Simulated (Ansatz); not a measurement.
Reaction (formal hydrolysis of a C–C bond): `CCCBO` + H₂O → `OBCCO` + CH₄

Gas-phase electronic energies from Ansatz, PBE0-D4/def2-TZVP geometries. CCSD(T)/CBS is the MP2 limit (def2-TZVPP, def2-QZVPP) plus CCSD(T) − MP2 in def2-TZVPP, frozen cores. This one scheme is used for every species. DFT in def2-TZVPP. One conformer a species, not always the lowest.

```tsv
level	ΔE (kcal/mol)
PBE	6.6
PBE0	7.5
SCS-MP2/def2-TZVPP	8.5
CCSD/def2-TZVPP	8.4
CCSD(T)/def2-TZVPP	8.6
HF/CBS(def2)	5.5
MP2/CBS(def2)	10.9
CCSD/CBS(def2)	9.5
```

Problem. What does CCSD(T)/CBS give? (An estimate is asked.)

Solution. Ansatz gave: +9.7 kcal/mol. The listed levels differ from it by -3.1, -2.2, -1.2, -1.3, -1.1, -4.2, 1.2, -0.2 kcal/mol.

Largest T1 diagnostic among the species: 0.012.

The D4 term adds +1.2 kcal/mol with B3LYP and +0.7 kcal/mol with PBE0; it sums over pairs of atoms, weighted by their polarisabilities, and B3LYP, whose exchange is more repulsive, gets the larger term. In def2-TZVPP, CCSD(T) changes the Hartree–Fock value by +3.3 kcal/mol (the triples alone add +0.2 kcal/mol) and MP2 by +4.6 kcal/mol.

B3LYP here is the variant with VWN-RPA as its local correlation; programs differ in this.
